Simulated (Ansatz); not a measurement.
A series at Ga: from `[Br][Ga]([Br])[Br]`, ligands are replaced one by one, each step taking up H–F and setting free HBr; n counts the steps. Ansatz, PBE0-D4/def2-TZVP geometries.

CBS adds triple-zeta CCSD(T) − MP2 to the MP2 limit, frozen cores; atoms without spin–orbit coupling. Outer-core shells of Br, Ga are correlated without core-valence functions. Scalar relativity is left out up to krypton. Spin–orbit coupling is left out.

```json
{"n": "0", "molecule": "`[Br][Ga]([Br])[Br]`", "atomization energy, CCSD(T)/CBS (kJ/mol)": "?"}
{"n": "1", "molecule": "`[F][Ga]([Br])[Br]`", "atomization energy, CCSD(T)/CBS (kJ/mol)": "1137.5"}
{"n": "2", "molecule": "`[F][Ga]([F])[Br]`", "atomization energy, CCSD(T)/CBS (kJ/mol)": "1280.2"}
{"n": "3", "molecule": "`[F][Ga]([F])[F]`", "atomization energy, CCSD(T)/CBS (kJ/mol)": "1420.0"}
```

**Question.** By hand: fit a straight line y = ȳ + b (n − n̄) to the 3 given rows and predict n = 0.

**Answer.** n̄ = 2.000, ȳ = 1279.23; Σ(n − n̄)(y − ȳ) = 282.50, Σ(n − n̄)² = 2.000, so b = 141.25 kJ/mol a step. Prediction: 1279.23 + (141.25) × (-2.000) = 996.7 kJ/mol.

**Question.** By hand: compare with the computed value, 993.3 kJ/mol, and give the steps along the whole series.

**Answer.** The line misses by -3.4 kJ/mol (computed minus predicted). Steps: 144.2, 142.7, 139.8 kJ/mol.

The steps differ by at most 4.4 kJ/mol, 3.1 % of a mean step, so the ligands' effects nearly add and a line is close. The miss is 0.8 % of the series' range. The energies themselves are unsure by some kJ/mol a bond, though much of that is common to the series.
